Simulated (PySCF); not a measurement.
## Polarisability and C₆ of Ar²⁺ (argon, charge +2)

[Ne] 3s2 3p4, high-spin 3P determinant. All numbers are calculated (PySCF 2.14, no relativity, point nucleus, in aug-cc-pwCVQZ). Coupled (time-dependent) response in atomic units; α is the mean over directions.

| method | mean α (bohr³) | α xx, yy, zz | C₆ (like pair) | S(−4) |
| --- | --- | --- | --- | --- |
| UHF | 4.801 | 4.868, 4.668, 4.868 | 16.83 | 5.675 |
| PBE | 4.835 | 4.867, 4.771, 4.867 | 16.97 | 5.733 |
| PBE0 | 4.803 | 4.845, 4.719, 4.845 | 16.83 | 5.641 |

S(−4) is the Cauchy moment in α(ω) = α(0) + S(−4) ω² + …

α(iu) at PBE:

| u (hartree) | α(iu) (bohr³) |
| --- | --- |
| 0 | 4.835 |
| 0.0500 | 4.821 |
| 0.100 | 4.779 |
| 0.200 | 4.618 |
| 0.300 | 4.376 |
| 0.500 | 3.761 |
| 0.750 | 2.971 |
| 1.00 | 2.313 |
| 1.50 | 1.443 |
| 2.00 | 0.9653 |
| 3.00 | 0.5184 |
| 5.00 | 0.2306 |

A single London oscillator, α(iu) = α/(1 + u²/ω²), gives C₆ = (3/4) ω α². Matching the computed C₆ needs ω = 4 × 16.97 / (3 × 4.835²) = 0.968 hartree.

For an ion, C₆ is the dispersion term alone; charge-induced terms of lower order in 1/R come first.

The components differ because the open shell of this determinant is not spherical; for a pure term their mean is the scalar polarisability.
